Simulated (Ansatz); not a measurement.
Born–Oppenheimer molecular dynamics of CH$_{7}$FO$_{2}$Si$_{2}$ (13 atoms, charge 0, multiplicity 1). It starts from a relaxed structure.

Computed with RKS r2SCAN-D4/STO-3G in Ansatz.

```
ensemble        : NVT, Langevin thermostat
time step       : 0.5 fs
steps asked     : 150
set temperature : 100 K
friction        : 0.01 /fs
seed            : 171920
```

First frame:

```xyz
13
Properties=species:S:1:pos:R:3
Si -0.055 -0.101 -0.458
F -0.172 -0.309 1.159
O 1.556 0.043 -0.911
Si 2.531 -1.343 -0.773
H 1.991 -2.463 -1.526
H 3.826 -0.985 -1.308
H 2.686 -1.771 0.607
O -0.677 1.434 -0.890
C -2.127 1.447 -0.730
H -2.458 1.316 0.325
H -2.488 2.437 -1.069
H -2.650 0.674 -1.339
H -0.776 -1.196 -1.113
```

(1) How far do the bonds stretch over the last three quarters of this one trajectory? (Pairs bonded in most of those frames.)

## Answers

(1) 
```csv
bond,mean (Å),spread (Å),shortest,longest
Si1–F2,1.632,0.010,1.62,1.65
Si1–O3,1.681,0.006,1.67,1.69
Si1–O8,1.713,0.004,1.71,1.72
Si1–H13,1.466,0.012,1.44,1.49
O3–Si4,1.702,0.003,1.69,1.71
Si4–H5,1.456,0.031,1.41,1.51
Si4–H6,1.445,0.026,1.41,1.49
Si4–H7,1.455,0.009,1.44,1.48
O8–C9,1.463,0.014,1.44,1.49
C9–H10,1.115,0.012,1.10,1.13
C9–H11,1.107,0.011,1.09,1.13
C9–H12,1.115,0.007,1.10,1.13
```

Mean temperature of the second half: 79 K. The mean temperature of the second half is 21 % below the set value. A run of 0.075 ps of so small a system gives no equilibrium averages. Limits of this set-up: minimal basis.

Time of the run: 14 min on 1 thread of Arm Neoverse V1 (shared host), peak memory 0.13 GiB.
